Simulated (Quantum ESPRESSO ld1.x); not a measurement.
Species: the holmium ion Ho5+. Configuration: [Kr] 4d10 4f9 5s2 5p5 (the NIST ground configuration).

Calculated with ld1.x of Quantum ESPRESSO 7.5: scalar-relativistic Kohn-Sham, PBE, spin-unpolarised, spherical densities, point nucleus.

Energy parts (hartree):
total: -12610.204
kinetic: 13640.257
electron-nucleus: -30743.738
Hartree: 4760.998
exchange-correlation: -267.721

Orbitals (lengths in bohr, moments of r in powers of bohr; <r^-3> diverges for s and p1/2):
orbital  occ.  eigenvalue (hartree)      <r>  <r^-3>      <r^4>
1s          2              -2042.26  0.02074       -  9.249e-07
2s          2              -343.824  0.08809       -  0.0001446
2p          6              -304.871  0.07807   13550  0.0001095
3s          2              -78.9035   0.2299       -   0.005494
3p          6              -67.0026   0.2289    2900   0.005793
3d         10              -51.9112   0.2079   386.5   0.004563
4s          2              -17.7218   0.5176       -     0.1327
4p          6              -13.7948   0.5482   656.9     0.1742
4d         10              -8.48930   0.5916   73.93     0.2660
5s          2              -4.16111    1.209       -      3.845
5p          5              -3.14881    1.372   103.6      6.545
4f          9              -2.66770   0.7335   11.23      1.036

The highest occupied level is 4f at -72.592 eV. The density falls to 0.001 e/bohr^3 at r = 2.89 bohr. For comparison, the ionisation energy in NIST's Atomic Spectra Database is 95 eV (theoretical). In exact Kohn-Sham theory the highest level is minus the ionisation energy, but local and semilocal functionals leave it too shallow, through self-interaction and a potential that decays too fast; potentials with the right tail come closer.

Beside tabulated values, note that spin-unpolarised runs miss the spin-polarisation part of the exchange energy of open shells.
